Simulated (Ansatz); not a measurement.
H4Si, charge +1, doublet, geometry from GFN2-xTB (a state made from the parent by changing its charge; the spin is typed, not shown lowest). Base run: PBE0/def2-SVP (Ansatz, an electronic-structure program).

The Ansatz input:
Ansatz 0.2 input:
```yaml
crystal:
  periodic: [false, false, false]
  atoms:
    - {symbol: Si, position_ang: [0.00000000, -0.00000000, -0.00000000]}
    - {symbol: H, position_ang: [0.21946869, 1.49634988, -0.01781752]}
    - {symbol: H, position_ang: [-1.36537719, 0.20760105, 0.61659864]}
    - {symbol: H, position_ang: [1.36537719, -0.20760105, -0.61659864]}
    - {symbol: H, position_ang: [-0.21946869, -1.49634988, 0.01781752]}
basis:
  gaussian:
    orbitals: def2-SVP
hamiltonian:
  xc: pbe0
total_charge: 1
magnetization: {spin_polarized: true, initial_magnetization: 1}
```

The bond that is stretched is that between atoms 5 and 1. A test that says stable can miss a lower solution.

Each row names what was changed in the base input (with any setting that the change needs).

```csv
change,ΔE vs base (kcal/mol),<S^2>,stability test says
base,0.000,0.761,minimum
spin_polarized = on; lower_state_search = off,0.000,0.761,undecided (no full test)
spin_polarized = on; lower_state_search = standard,0.000,0.761,minimum
bond × 1.25,8.10,0.770,minimum
spin_polarized = on; lower_state_search = off; bond × 1.25,8.10,0.770,undecided (no full test)
spin_polarized = on; lower_state_search = standard; bond × 1.25,8.10,0.770,minimum
bond × 1.5,17.30,0.768,minimum
spin_polarized = on; lower_state_search = off; bond × 1.5,17.30,0.768,undecided (no full test)
spin_polarized = on; lower_state_search = standard; bond × 1.5,17.30,0.768,minimum
bond × 1.8,20.95,0.754,minimum
spin_polarized = on; lower_state_search = off; bond × 1.8,20.95,0.754,undecided (no full test)
spin_polarized = on; lower_state_search = standard; bond × 1.8,20.95,0.754,minimum
bond × 2.2,22.90,0.750,minimum
spin_polarized = on; lower_state_search = off; bond × 2.2,22.90,0.750,undecided (no full test)
spin_polarized = on; lower_state_search = standard; bond × 2.2,22.90,0.750,minimum
bond × 3.0,24.38,0.750,minimum
spin_polarized = on; lower_state_search = off; bond × 3.0,88.0,1.537,undecided (no full test)
spin_polarized = on; lower_state_search = standard; bond × 3.0,24.38,0.750,minimum
```

On stretching, the SCF can end on different states; <S^2> shows the spin contamination of each.
